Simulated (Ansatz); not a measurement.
Start from `Cl[BH][GaH2]` and change one atom or group to get `OBCl`.

Ansatz, PBE0-D4/def2-TZVP geometries, multiplicity 1. Each molecule was computed in one conformer, which needn't be the lowest.

Scalar relativity is left out up to krypton.

```csv
property,`Cl[BH][GaH2]`
HOMO–LUMO gap (PBE/def2-TZVPP) / eV,3.22
HOMO–LUMO gap (ωB97M-V/def2-TZVPP) / eV,9.37
zero-point energy (PBE0-D4/def2-TZVP) / kJ/mol,68.9
LUMO energy (ωB97M-V/def2-TZVPP) / eV,-0.13
size of the dipole moment (ωB97M-V/def2-TZVPP) / D,0.56
"ideal-gas entropy at 298 K and 1 bar (rigid rotor, harmonic PBE0-D4/def2-TZVP) / J/(mol·K)",313
```

Question: Give the same properties after the change, and the shifts. (An estimate is asked.)

Answer: The calculation gave: 
```csv
property,`OBCl`,shift
HOMO–LUMO gap (PBE/def2-TZVPP) / eV,6.31,3.09
HOMO–LUMO gap (ωB97M-V/def2-TZVPP) / eV,13.08,3.71
zero-point energy (PBE0-D4/def2-TZVP) / kJ/mol,76.1,7.2
LUMO energy (ωB97M-V/def2-TZVPP) / eV,1.63,1.76
size of the dipole moment (ωB97M-V/def2-TZVPP) / D,1.12,0.56
"ideal-gas entropy at 298 K and 1 bar (rigid rotor, harmonic PBE0-D4/def2-TZVP) / J/(mol·K)",265,-48
```

With PBE0 the HOMO falls by 1.77 eV and the LUMO rises by 1.65 eV, so the gap widens by about 3.42 eV. PBE moves the HOMO by -1.51 eV and ωB97M-V by -1.95 eV. The zero-point energy changes by 7.2 kJ/mol with -3 modes. Dipoles are sizes alone; their direction can turn.
